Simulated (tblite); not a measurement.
Parent: `[CH2:1]=[CH:2][n:3]1[cH:4][c:5]([C:6]([CH3:7])=[O:8])[n:9][n:10]1` with C1–C2–N3–C4 180°, C4–C5–C6–C7 180°, C6H7N3O.

Structures optimised with GFN2-xTB, isolated species. One conformer each, not checked by frequencies here.

| coordinate of the parent | value |
| --- | --- |
| C1=C2 | 1.323 Å |
| C2–N3 | 1.392 Å |
| N3–C4 | 1.351 Å |
| C4–C5 | 1.385 Å |
| C5–C6 | 1.469 Å |
| C6–C7 | 1.501 Å |
| C6=O8 | 1.211 Å |
| C5–N9 | 1.360 Å |
| N9–N10 | 1.266 Å |
| N3–N10 | 1.343 Å |
| C1–C2–N3 | 122.6° |
| C2–N3–C4 | 127.8° |
| C2–N3–N10 | 122.8° |
| C4–N3–N10 | 109.4° |
| N3–C4–C5 | 104.6° |
| C4–C5–C6 | 129.0° |
| C4–C5–N9 | 107.1° |
| C6–C5–N9 | 123.8° |
| C5–C6–C7 | 114.3° |
| C5–C6–O8 | 121.5° |
| C7–C6–O8 | 124.2° |
| C5–N9–N10 | 109.7° |
| N3–N10–N9 | 109.2° |

Question: How does the shared frame change in `[CH3:1][C:2](=[O:3])[c:4]1[cH:5][n:6]([CH3:7])[n:8][n:9]1` with C1–C2–C4–C5 -179°, C5H7N3O? Atoms pair as C2 = C7, N3 = N6, C4 = C5, C5 = C4, C6 = C2, C7 = C1, O8 = O3, N9 = N9, N10 = N8 (parent first).

Answer: 
```tsv
parent	relative	value in the relative	change
C2–N3	C7–N6	1.433 Å	+0.041
N3–C4	N6–C5	1.344 Å	-0.007
C4–C5	C5–C4	1.388 Å	+0.003
C5–C6	C4–C2	1.469 Å	0.000
C6–C7	C2–C1	1.502 Å	+0.001
C6=O8	C2=O3	1.211 Å	0.000
C5–N9	C4–N9	1.357 Å	-0.003
N9–N10	N9–N8	1.271 Å	+0.005
N3–N10	N6–N8	1.334 Å	-0.009
C2–N3–C4	C7–N6–C5	128.8°	+1.0
C2–N3–N10	C7–N6–N8	121.4°	-1.4
C4–N3–N10	C5–N6–N8	109.8°	+0.4
N3–C4–C5	N6–C5–C4	104.5°	-0.1
C4–C5–C6	C5–C4–C2	128.9°	-0.1
C4–C5–N9	C5–C4–N9	107.1°	0.0
C6–C5–N9	C2–C4–N9	124.0°	+0.2
C5–C6–C7	C4–C2–C1	114.3°	0.0
C5–C6–O8	C4–C2–O3	121.5°	0.0
C7–C6–O8	C1–C2–O3	124.1°	-0.1
C5–N9–N10	C4–N9–N8	109.4°	-0.3
N3–N10–N9	N6–N8–N9	109.2°	0.0
```

Of the parent's bonds, C2–N3 changes most (+0.041 Å).

These are computed values.
